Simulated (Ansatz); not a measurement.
A nudged elastic band was laid between two geometries of CH8Ge2 (11 atoms, charge 0, multiplicity 1).

These are results of RKS PBE/def2-SVP in Ansatz 0.2.0, not measurements.

```json
{"movable images": "5", "climbing image": "yes", "spring": "5.0 eV/Å²", "optimiser": "quadratic models (default)", "start path": "through a guess of the saddle point", "force threshold": "0.03 eV/Å", "iteration limit": "60", "end points": "relaxed"}
```

Image 0:

```xyz
11
Properties=species:S:1:pos:R:3
Ge 0.064 -0.133 0.537
H -0.194 -0.467 2.035
Ge 2.470 0.025 0.155
H 3.152 -1.352 0.383
H 2.772 0.469 -1.303
H 3.127 1.052 1.117
H -0.593 1.247 0.242
C -0.762 -1.519 -0.602
H -1.849 -1.576 -0.400
H -0.611 -1.278 -1.672
H -0.309 -2.507 -0.394
```

Image 6:

```xyz
11
Properties=species:S:1:pos:R:3
Ge 0.009 0.058 -1.103
H 0.884 0.265 0.651
Ge 2.474 0.067 0.503
H 2.836 -1.275 -0.167
H 3.108 1.286 -0.194
H 2.874 0.028 2.006
H -0.873 1.074 -0.214
C -0.863 -1.639 -0.411
H -1.158 -1.626 0.655
H -1.792 -1.750 -1.014
H -0.233 -2.528 -0.615
```

Question: What changes between the two ends?

Answer: Bonds formed: H2–Ge3.

Question: What energy profile does the band end with?

Answer: It converged. The highest image is number 5 of 0 to 6, 172.9 kJ/mol above the first end and 10.9 kJ/mol above the last; the last end lies 162.0 kJ/mol above the first. A vibrational analysis at the climbing image gives one clearly imaginary mode, 299i cm⁻¹: a first-order saddle point.

```json
{"image": "0", "path coordinate (Å)": "0.00", "energy (kJ/mol)": "0.0", "H2–Ge3 (Å)": "3.30"}
{"image": "1", "path coordinate (Å)": "0.84", "energy (kJ/mol)": "1.1", "H2–Ge3 (Å)": "3.29"}
{"image": "2", "path coordinate (Å)": "1.69", "energy (kJ/mol)": "3.9", "H2–Ge3 (Å)": "3.27"}
{"image": "3", "path coordinate (Å)": "2.53", "energy (kJ/mol)": "16.1", "H2–Ge3 (Å)": "3.04"}
{"image": "4", "path coordinate (Å)": "3.37", "energy (kJ/mol)": "90.1", "H2–Ge3 (Å)": "2.47"}
{"image": "5", "path coordinate (Å)": "4.21", "energy (kJ/mol)": "172.9", "H2–Ge3 (Å)": "1.84"}
{"image": "6", "path coordinate (Å)": "5.16", "energy (kJ/mol)": "162.0", "H2–Ge3 (Å)": "1.61"}
```

Question: What is the geometry of the highest image?

Answer: 
```xyz
11
Properties=species:S:1:pos:R:3:forces:R:3
Ge 0.102 0.117 -0.724 0.01 -0.01 0.01
H 0.694 -0.003 0.943 0.00 0.00 0.00
Ge 2.424 0.069 0.330 -0.02 0.00 0.00
H 2.865 -1.348 -0.111 0.01 0.00 0.00
H 3.171 1.201 -0.429 -0.01 0.00 0.00
H 2.790 0.244 1.839 0.01 0.00 0.00
H -0.778 1.202 0.013 0.00 0.01 0.00
C -0.863 -1.630 -0.454 0.00 0.01 0.01
H -1.447 -1.675 0.483 0.00 0.00 0.01
H -1.553 -1.752 -1.312 0.00 0.00 -0.01
H -0.138 -2.467 -0.481 0.00 -0.01 0.00
```

Question: What are the harmonic wavenumbers there?

Answer: 299i, 88, 97, 144, 303, 386, 499, 541, 582, 642, 750, 766, 795, 828, 876, 997, 1184, 1383, 1390, 1434, 1950, 2022, 2049, 2099, 2988, 3088, 3113 cm⁻¹.

Time of the run: 46 s on 4 threads of Intel(R) Xeon(R) 6975P-C (Granite Rapids) (shared host), peak memory 0.2 GiB.
